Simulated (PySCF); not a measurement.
[Ti(F)2(H)2], neutral singlet in the gas phase. 

Z-matrix (Å, degrees):
```
Ti
F 1 1.7322
F 1 1.7328 2 113.81
H 1 1.6988 2 108.00 3 120.05
H 1 1.6992 4 110.80 2 -118.12
```
Charge 0, spin multiplicity 1.

All levels are single points at this geometry (BP86-D3(BJ)/def2-SVP); Pople sets use spherical d functions. Orbital energies aren't observables, and empty levels follow the basis.

B3LYP/6-31G* (LANL2DZ on Ti) in PySCF gives gap (eV) = 5.45.

Question: Estimate the gap (eV) from each of these levels: TPSSh-D3(BJ)/def2-TZVP in PySCF; B3LYP/6-311+G** (LANL2DZ on Ti) in PySCF; M06-2X/6-31G* (LANL2DZ on Ti) in PySCF; PBE/6-31G* (LANL2DZ on Ti) in PySCF; SVWN5/6-31G* (LANL2DZ on Ti) in PySCF.

Answer: 
```json
[
 {"level": "TPSSh-D3(BJ)/def2-TZVP in PySCF", "gap (eV)": "4.79"},
 {"level": "B3LYP/6-311+G** (LANL2DZ on Ti) in PySCF", "gap (eV)": "5.41"},
 {"level": "M06-2X/6-31G* (LANL2DZ on Ti) in PySCF", "gap (eV)": "8.12"},
 {"level": "PBE/6-31G* (LANL2DZ on Ti) in PySCF", "gap (eV)": "3.33"},
 {"level": "SVWN5/6-31G* (LANL2DZ on Ti) in PySCF", "gap (eV)": "3.09"}
]
```
